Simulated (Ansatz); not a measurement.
Born–Oppenheimer molecular dynamics of C2H8FNSi (13 atoms, charge 0, multiplicity 1). It starts from a relaxed structure.

Theory: Ansatz 0.2.0, RKS PBE/STO-3G.

```yaml
ensemble: NVE (velocity Verlet)
time_step: 0.5 fs
steps_asked: 100
starting_velocities_drawn_for: 100 K
seed: 250610
```

First frame:

```xyz
13
Properties=species:S:1:pos:R:3
Si 0.041 -0.056 0.002
H 0.322 -0.135 1.436
H 1.248 0.224 -0.774
F -1.067 1.145 -0.266
N -0.504 -1.675 -0.490
C -1.649 -2.254 0.284
H -1.466 -2.115 1.370
H -2.645 -1.804 0.040
H -1.724 -3.345 0.081
C -0.705 -1.889 -1.960
H -1.629 -1.413 -2.375
H 0.168 -1.483 -2.513
H -0.774 -2.978 -2.173
```

(1) How far do the bonds stretch over the last three quarters of this one trajectory? (Pairs bonded in most of those frames.)

Results:

(1) 
```csv
bond,mean (Å),spread (Å),shortest,longest
Si1–H2,1.464,0.011,1.45,1.48
Si1–H3,1.464,0.014,1.44,1.48
Si1–F4,1.656,0.009,1.64,1.67
Si1–N5,1.784,0.009,1.77,1.80
N5–C6,1.504,0.012,1.48,1.52
N5–C10,1.501,0.008,1.49,1.52
C6–H7,1.110,0.005,1.10,1.12
C6–H8,1.119,0.004,1.11,1.13
C6–H9,1.114,0.012,1.10,1.13
C10–H11,1.120,0.006,1.11,1.13
C10–H12,1.111,0.005,1.10,1.12
C10–H13,1.113,0.012,1.09,1.13
```

Mean temperature of the second half: 45 K. The conserved energy stayed within 0.056 meV per atom of its start (net change 0.027 meV per atom), so the integration is sound. A run of 0.05 ps of so small a system gives no equilibrium averages. Limits of this set-up: minimal basis.

Run time: 3.6 min on 1 thread of Arm Neoverse V2, with other jobs on the host, peak memory 0.088 GiB.
